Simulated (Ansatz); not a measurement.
Calculated with Ansatz (gas phase, PBE0-D4/def2-TZVP geometries, no zero-point term in ΔE). CCSD(T)/CBS is the MP2 limit (def2-TZVPP, def2-QZVPP) plus CCSD(T) − MP2 in def2-TZVPP, frozen cores. Functionals use def2-TZVPP. B3LYP here is the variant with VWN-RPA as its local correlation; programs differ in this. HSE06 is defined as in plane-wave codes. For Ge outer-core shells are correlated without core-valence functions, which leaves a few kJ/mol of doubt a bond. Scalar relativity is left out up to krypton. Each species was taken in one conformer, which may not be the lowest.

Consider the redistribution: `[SiH3][N]([SiH3])[AlH][SH]` + `[NH]1[SiH2][GeH2]1` → `[AlH2][N]([SiH3])[SiH3]` + `S[SiH]1[NH][GeH2]1`.

`[SiH3][N]([SiH3])[AlH][SH]`:

```xyz
13

Si   -1.170    1.006   -0.184
N     0.044   -0.225   -0.033
Si   -0.384   -1.822   -0.570
Al    1.657    0.090    0.683
S     2.201    2.114    1.289
H    -1.742    1.384    1.136
H    -0.606    2.238   -0.801
H    -2.266    0.494   -1.051
H    -1.603   -2.313    0.127
H     0.749   -2.737   -0.271
H    -0.655   -1.844   -2.033
H     2.695   -1.070    0.901
H     1.081    2.683    0.808
```

`[NH]1[SiH2][GeH2]1`:

Z-matrix (Å, degrees):
```
Si
Ge 1 2.293
N 1 1.702 2 53.5
H 1 1.488 2 123.0 3 103.9
H 1 1.488 2 123.1 3 -103.8
H 2 1.539 1 124.5 3 91.3
H 2 1.539 1 124.5 3 -91.4
H 3 1.004 1 141.8 2 179.7
```

`[AlH2][N]([SiH3])[SiH3]`:

Cartesian coordinates in Å:
```
Al 0.212 -1.709 0.927
N 0.017 -0.140 0.076
Si 0.257 1.369 0.906
Si -0.417 -0.079 -1.606
H -0.019 -3.034 0.098
H 0.603 -1.676 2.458
H -0.983 2.193 0.874
H 1.341 2.160 0.262
H 0.625 1.095 2.319
H -0.580 -1.463 -2.119
H 0.635 0.616 -2.399
H -1.691 0.667 -1.797
```

`S[SiH]1[NH][GeH2]1`:

```xyz
9

S     1.301   -1.971    0.904
Si    0.476   -0.027    0.604
N     0.380    0.530   -0.986
Ge   -1.457    0.415   -0.557
H     1.720   -1.692    2.150
H     1.009    0.836    1.690
H     0.955    0.775   -1.774
H    -2.200   -0.638   -1.399
H    -2.185    1.772   -0.632
```

| level | ΔE (kJ/mol) | difference from CCSD(T)/CBS |
| --- | --- | --- |
| LDA (SPW92) | 43.3 | -4.0 |
| PBE-D4 | 41.5 | -5.8 |
| revPBE-D4 | 39.5 | -7.8 |
| BLYP-D4 | 41.2 | -6.1 |
| r2SCAN-D4 | 46.5 | -0.8 |
| B97M-V | 37.0 | -10.3 |
| PBE0-D4 | 45.1 | -2.2 |
| r2SCANh-D4 | 47.3 | 0.0 |
| r2SCAN0-D4 | 48.3 | 1.0 |
| HSE06-D4 | 45.0 | -2.3 |
| BHLYP-D4 | 48.4 | 1.1 |
| CAM-B3LYP-D4 | 46.6 | -0.7 |
| ωB97X-V | 46.3 | -1.0 |
| B2PLYP | 45.6 | -1.7 |
| PBE-QIDH | 47.2 | -0.1 |
| revPBE | 39.7 | -7.6 |
| BLYP | 40.8 | -6.5 |
| r2SCAN | 46.2 | -1.1 |
| PBE0 | 44.5 | -2.8 |
| B3LYP | 44.0 | -3.3 |
| r2SCANh | 46.9 | -0.4 |
| HSE06 | 44.4 | -2.9 |
| BHLYP | 47.9 | 0.6 |
| CAM-B3LYP | 46.0 | -1.3 |
| LC-ωPBE | 46.8 | -0.5 |
| RPA@PBE/def2-TZVPP | 46.4 | -0.9 |
| HF/def2-SVP | 55.3 | 8.0 |
| MP2/def2-SVP | 52.1 | 4.8 |
| CCSD(T)/def2-SVP | 53.0 | 5.7 |
| HF/def2-TZVPP | 50.4 | 3.1 |
| MP2/def2-TZVPP | 47.4 | 0.1 |
| SCS-MP2/def2-TZVPP | 46.9 | -0.4 |
| CCSD/def2-TZVPP | 49.4 | 2.1 |
| CCSD(T)/def2-TZVPP | 48.4 | 1.1 |
| HF/def2-QZVPP | 49.9 | 2.6 |
| MP2/def2-QZVPP | 46.5 | -0.8 |
| SCS-MP2/def2-QZVPP | 46.3 | -1.0 |
| HF/CBS(def2) | 49.8 | 2.5 |
| MP2/CBS(def2) | 46.2 | -1.1 |
| CCSD/CBS(def2) | 48.2 | 0.9 |
| CCSD(T)/CBS | 47.3 | 0 |

Largest T1 diagnostic among the species: 0.013.

From PBE to PBE0 (25 % exact exchange), in def2-TZVPP and without D4, ΔE moves by +3.4 kJ/mol. At CCSD(T), def2-SVP lies +5.7 kJ/mol from the extrapolated value and def2-TZVPP +1.1 kJ/mol.

CCSD(T)/CBS has its own doubt, a few kJ/mol and more with outer-core shells, so smaller differences from it don't rank the levels.
